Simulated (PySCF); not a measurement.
C6H13As.
SMILES with atom numbers: `[CH2:1]=[C:2]([CH2:3][AsH2:4])[CH2:5][CH2:6][CH3:7]` (hydrogens: H8, H9 on C1; H10, H11 on C3; H12, H13 on As4; H14, H15 on C5; H16, H17 on C6; H18, H19, H20 on C7)

All values: PBE0/def2-SVPD (PySCF, non-relativistic), on one gas-phase PBE0-D3(BJ)/def2-SVP geometry that isn't relaxed in the solvent. The solvent is an IEF-PCM continuum (van der Waals radii × 1.2), and excitations are vertical TDDFT with non-equilibrium linear response and a frozen core. Only the electrostatic response of the medium enters. Spin–orbit coupling is left out although an atom past zinc is present.

Gas-phase singlets (H = HOMO, L = LUMO):

| state | E (eV) | λ (nm) | f | leading configurations |
| --- | --- | --- | --- | --- |
| S1 | 5.790 | 214 | 0.101 | H→L 78%, H-1→L 9%, H→L+1 9% |
| S2 | 5.970 | 208 | 0.020 | H→L+1 86% |
| S3 | 6.364 | 195 | 0.018 | H→L+2 70%, H-1→L 25% |
| S4 | 6.476 | 191 | 0.125 | H-1→L 36%, H-1→L+1 34%, H→L+2 18% |
| S5 | 6.702 | 185 | 0.231 | H-1→L+1 56%, H-1→L 19% |

How does the list change in chloroform (ε = 4.711)?

```tsv
state	E (eV)	λ (nm)	f	leading configurations	change by rank (eV)
S1	5.740	216	0.187	H→L 86%	-0.050
S2	5.994	207	0.024	H→L+1 90%	+0.024
S3	6.346	195	0.027	H→L+2 68%, H-1→L 27%	-0.018
S4	6.432	193	0.235	H-1→L 49%, H→L+2 24%, H-1→L+1 16%	-0.044
S5	6.650	186	0.216	H-1→L+1 74%, H-1→L 9%	-0.052
```

The ground-state energy changes by -0.064 eV from gas to chloroform. By how much does the total energy of gas-phase S1 change?

E(S1) = E(S0) + excitation energy, so it changes by -0.064 − 0.050 = -0.114 eV: it is lowered more than the ground state, which is what a red shift means. This is the vertical state, with the slow part of the continuum still set for S0.

How do the frontier levels move from gas to chloroform?

```
orbital  gas (eV)  solvent (eV)  change (eV)                   Löwdin shares, gas               Löwdin shares, solvent
 LUMO+2      0.73          0.80        +0.07  As4 54 %, H12 17 %, C3 9 %, H13 7 %  As4 55 %, H12 18 %, C3 8 %, H13 7 %
 LUMO+1      0.24          0.35        +0.11  As4 29 %, H13 13 %, C3 11 %, C1 7 %  As4 31 %, H13 13 %, C3 11 %, C1 7 %
   LUMO     -0.15         -0.08        +0.07   C1 23 %, C2 22 %, As4 18 %, C3 6 %   C1 23 %, C2 22 %, As4 19 %, C3 6 %
   HOMO     -6.78         -6.73        +0.05  C1 26 %, As4 26 %, C2 18 %, C3 11 %  C1 27 %, As4 24 %, C2 19 %, C3 11 %
 HOMO-1     -7.50         -7.46        +0.04  As4 45 %, C2 11 %, C1 10 %, H13 8 %  As4 46 %, C2 11 %, C1 10 %, H13 8 %
 HOMO-2     -9.07         -8.93        +0.14   C2 15 %, C5 14 %, C6 14 %, C3 10 %   C2 15 %, C6 14 %, C5 14 %, C3 10 %
 HOMO-3     -9.29         -9.13        +0.16  C6 23 %, C5 16 %, H16 14 %, C7 12 %  C6 24 %, C5 16 %, H16 14 %, C7 13 %
```

The HOMO–LUMO gap goes from 6.63 to 6.65 eV.

Shape of the structure used: `[CH2:1]=[C:2]([CH2:3][AsH2:4])[CH2:5][CH2:6][CH3:7]`: C1–C2–C3–As4 108°, C1–C2–C5–C6 78°, C2–C5–C6–C7 60°, H–As4–C3–C2 -77°, H–As4–C3–C2 -170°.
